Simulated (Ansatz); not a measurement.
# Energy profile

The step: InCl + SiH₄ + HCl → SiH₃Cl ([SiH3][Cl]) + InCl + H₂; bonds formed: In1–Cl3, H2–H5, Cl4–Si6; bonds broken: In1–Cl4, H2–Cl3, H5–Si6 (atoms numbered as in the saddle structure below).

In1  (-1.261, -1.611, -2.490)
H2  (-1.148, 0.386, -0.008)
Cl3  (-2.061, 0.689, -1.392)
Cl4  (0.534, -1.765, -0.420)
H5  (-0.777, 0.151, 0.775)
Si6  (0.896, 0.288, 0.767)
H7  (1.209, 1.067, -0.445)
H8  (2.020, -0.479, 1.357)
H9  (0.587, 1.273, 1.856)
(Å)

Electronic energies by CCSD(T) at an estimated basis limit (MP2 extrapolated from triple and quadruple zeta, plus CCSD(T) − MP2 in triple zeta), on PBE0-D4/def2-TZVP structures; InSiH5Cl2, closed shell; no counterpoise correction. Program: Ansatz 0.2.0. Basis: def2-TZVPP and def2-QZVPP. Cores are frozen in the correlated methods. Filled d shells of the heavier atoms are correlated. Core potentials replace the inner electrons of the atoms past krypton. The def2 sets are not built for correlating such inner shells, so the correlated values are less sure here. Extrapolation: Hartree–Fock as exp(−7.88 √X), correlation as X^−2.97.

Q: Give the profile in kJ/mol, counted from the separated reactants. (To be estimated.)

A: By the calculation:
| point | kJ/mol |
| --- | --- |
| separated: InCl (linked as [Cl][In]; In1, Cl4; singlet) + HCl (H2, Cl3; singlet) + SiH4 (H5, Si6, H7, H8, H9; singlet) | 0.0 |
| start structure | -41.9 |
| saddle | 77.2 |
| end structure | -101.5 |
| separated: InCl (linked as [Cl][In]; In1, Cl3; singlet) + H2 (H2, H5; singlet) + SiH3Cl (linked as [SiH3][Cl]; Cl4, Si6, H7, H8, H9; singlet) | -72.1 |

T1 diagnostic: at most 0.015.

For scale, one of the runs: CCSD(T)/def2-TZVPP, 246 basis functions, launched by `ansatz run in.yaml --threads 8 --pin off --events-out ev --progress --plain --max-ram 19148MiB`. Hardware: 8 CPU threads of an Arm Neoverse V1, shared host. Wall time 110 s; peak host memory 4.9 GiB.
